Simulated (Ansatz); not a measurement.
Geometry optimisation, RHF/def2-SVP (Ansatz 0.2.0).

Input:

```yaml
crystal:
  periodic: [false, false, false]
  atoms:
    - { symbol: O, position_ang: [0.30415, -0.13951, -1.84697] }
    - { symbol: C, position_ang: [0.7399, 0.6411, -1.0356] }
    - { symbol: "N", position_ang: [0.39549, 0.57296, 0.2568] }
    - { symbol: Si, position_ang: [-0.72456, -0.73095, 0.65388] }
    - { symbol: H, position_ang: [1.43976, 1.45206, -1.30276] }
    - { symbol: H, position_ang: [0.77788, 1.24065, 0.9053] }
    - { symbol: H, position_ang: [-1.96434, -0.50572, -0.07721] }
    - { symbol: H, position_ang: [-0.07414, -1.99859, 0.35031] }
    - { symbol: H, position_ang: [-0.89414, -0.53198, 2.09625] }
basis:
  gaussian: { orbitals: def2-SVP }
hamiltonian:
  xc: hf
relax:
  f_tol: 0.02
  max_steps: 50
output:
  orbitals: {}
```

Launched with:

```bash
$ ansatz run input.yaml --threads 1 --pin off --max-ram 2048MiB --backend cpu --events-out ev --progress --plain --runs-dir out
```

Problem. Where does it end, and by what steps?

Solution. The forces met the threshold. After 7 steps the energy has fallen by 0.106 eV; O1 moved furthest, 0.21 Å.

| step | energy less start (eV) | largest force component (eV/Å) | accepted |
| --- | --- | --- | --- |
| 0 | 0.0000 | 1.222 | yes |
| 1 | -0.0801 | 0.551 | yes |
| 2 | -0.0944 | 0.198 | yes |
| 3 | -0.0947 | 0.195 | yes |
| 4 | -0.0900 | 0.512 | no |
| 5 | -0.1034 | 0.086 | yes |
| 6 | -0.1062 | 0.025 | yes |
| 7 | -0.1063 | 0.007 | yes |

```xyz
9
Properties=species:S:1:pos:R:3
O 0.424 -0.029 -1.977
C 0.787 0.683 -1.097
N 0.386 0.544 0.194
Si -0.734 -0.731 0.694
H 1.484 1.516 -1.270
H 0.758 1.202 0.850
H -2.036 -0.592 0.016
H -0.167 -2.068 0.439
H -0.901 -0.525 2.150
```

The run took 14 s on 1 CPU thread of a shared host.
